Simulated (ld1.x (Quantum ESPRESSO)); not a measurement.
## What one change does to a pseudopotential (I (Z = 53), ultrasoft)

- Element: iodine
- Generator: ld1.x (Quantum ESPRESSO) 7.5
- Type: ultrasoft
- Functional: PBE
- Relativity: scalar-relativistic
- Frozen core: [Kr]
- Valence charge: 17
- Reference configuration: 4d10 5s2 5p5
- Partial waves: 5s (bound): rcut 1.35, rcutus 1.70 bohr; 5s channel at -0.15 Ry: rcut 1.35, rcutus 1.70 bohr; 5p (bound): rcut 1.40, rcutus 1.95 bohr; 5p channel at 3.55 Ry: rcut 1.40, rcutus 1.95 bohr; 4d (bound): rcut 0.90, rcutus 1.15 bohr; 4d channel at -2 Ry: rcut 0.90, rcutus 1.15 bohr
- Local potential: all-electron potential smoothed inside 0.95 bohr (lloc = -1)
- Core correction: Bessel-smoothed model core inside 1.20 bohr
- Augmentation charge: PSQ, inside the norm-conserving radii

All-electron outer shells of the reference configuration (PBE, scalar-relativistic, ld1.x):

```json
{"shell": "4s", "level (eV)": "-180.60", "outermost node (bohr)": "0.37", "outermost maximum (bohr)": "0.68"}
{"shell": "4p", "level (eV)": "-127.57", "outermost node (bohr)": "0.37", "outermost maximum (bohr)": "0.72"}
{"shell": "4d", "level (eV)": "-50.28", "outermost node (bohr)": "0.35", "outermost maximum (bohr)": "0.78"}
{"shell": "5s", "level (eV)": "-17.41", "outermost node (bohr)": "0.88", "outermost maximum (bohr)": "1.70"}
{"shell": "5p", "level (eV)": "-7.09", "outermost node (bohr)": "0.96", "outermost maximum (bohr)": "2.02"}
```

Change: waves 5s (bound): rcut 1.35, rcutus 2.08 bohr; 5s channel at -0.15 Ry: rcut 1.35, rcutus 2.08 bohr.

Cutoffs: the cutoffs (Ry, on a coarse ladder) from which the occupation-weighted sum of valence levels, in a spherical-Bessel basis at the reference potential, stays within 10 and 1 mRy of its value at 400 Ry; they do not see the model core or the augmentation charge, which bear on the density cutoff. Errors are all-electron minus pseudo energies relative to the spin-unpolarised reference configuration.

Problem. What does the change do?

Solution. The bound ghosts move from p, s to p; of the 7 tests that both files solve, the error grows in 0 and shrinks in 2 by more than 15 % and 0.3 meV (median size 10.1 → 6.2 meV).

```tsv
quantity	base	changed
cutoffs, loose and tight	120 Ry, 200 Ry	not determined
bound ghosts	s, p	p (s not tested, overlap not positive)
error for 4d10 5s2 5p4, meV [ΔE 11.13 eV]	-3.2	-3.2
error for 4d10 5s2 5p3, meV [ΔE 30.98 eV]	-10	-10
error for 4d10 5s2 5p2, meV [ΔE 60.31 eV]	-26	-27
error for 4d10 5s2 5p1, meV [ΔE 99.73 eV]	-63	-65
error for 4d10 5s1 5p6, meV [ΔE 10.41 eV]	-1.7	-1.1
error for 4d10 5s2 5p5.3, meV [ΔE -1.78 eV]	+0.5	+0.5
error for 4d9 5s2 5p5, meV [ΔE 58.25 eV]	-33	-6.2
lowest overlap eigenvalue by channel	s 0.32, p 0.37, d 0.95	s -0.13, p 0.37, d 0.95
```

Changed file: the overlap operator is not positive definite in a basis up to 400 Ry (lowest eigenvalue s -0.13), so the file is unfit for use: the generalised eigenproblem breaks down once the basis is large enough, and its test numbers describe a broken file. A true bound ghost makes a file unfit for plane-wave use even where its test errors are small: the radial tests pick states by their node count and pass the ghost by.
